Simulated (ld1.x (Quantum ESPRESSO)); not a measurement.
**Before and after: ultrasoft potential for carbon (C)**

C, ultrasoft, made with ld1.x (Quantum ESPRESSO) 7.5 (PBE, non-relativistic). Core [He], reference 2s2 2p2. Waves: 2s (bound): rcut 0.95, rcutus 1.30 bohr; 2s channel at 4.2 Ry: rcut 0.95, rcutus 1.30 bohr; 2p (bound): rcut 2.40, rcutus 2.85 bohr; 2p channel at 1.6 Ry: rcut 2.40, rcutus 2.85 bohr. Local part: all-electron potential smoothed inside 1.30 bohr (lloc = -2). Core correction: none. Augmentation charge: PSQ, radius 1.00 bohr.

All-electron outer shells of the reference configuration (PBE, non-relativistic, ld1.x):

```
shell  level (eV)  outermost node (bohr)  outermost maximum (bohr)
   2s      -13.74                   0.38                      1.22
   2p       -5.29                      –                      1.20
```

Change: local potential all-electron potential smoothed inside 1.70 bohr (lloc = -1).

Cutoffs: the cutoffs (Ry, on a coarse ladder) from which the occupation-weighted sum of valence levels, in a spherical-Bessel basis at the reference potential, stays within 10 and 1 mRy of its value at 400 Ry; they do not see the model core or the augmentation charge, which bear on the density cutoff. Errors are all-electron minus pseudo energies relative to the spin-unpolarised reference configuration.

How do hardness, ghosts and transferability respond?

Both files are so soft that the ladder of cutoffs tells neither apart; the errors of the 7 common tests hardly move; neither file shows a bound ghost.

| quantity | base | changed |
| --- | --- | --- |
| cutoff, loose | 8 Ry | 8 Ry |
| cutoff, tight | 10 Ry | 10 Ry |
| bound ghosts | none | none |
| error for 2s2 2p1, meV [ΔE 10.87 eV] | +6.7 | +6.7 |
| error for 2s2 2p0, meV [ΔE 35.02 eV] | +90 | +90 |
| error for 2s1 2p0, meV [ΔE 83.20 eV] | +239 | +239 |
| error for 2s0 2p4, meV [ΔE 16.94 eV] | +16 | +16 |
| error for 2s2 2p2.3, meV [ΔE -1.16 eV] | +0.3 | +0.4 |
| error for 2s1 2p3, meV [ΔE 8.46 eV] | +3.5 | +3.5 |
| error for 2s2 2p1.5, meV [ΔE 3.97 eV] | +1.2 | +1.2 |
| s: phases at 3.09 bohr within 0.05 rad from the reference energy up to (Ry; the scan ends near 5) | to the end of the scan | to the end of the scan |
| p: phases at 3.09 bohr within 0.05 rad from the reference energy up to (Ry; the scan ends near 5) | 4.5 | 4.4 |
| lowest overlap eigenvalue by channel | s 0.56, p 0.80 | s 0.54, p 0.80 |
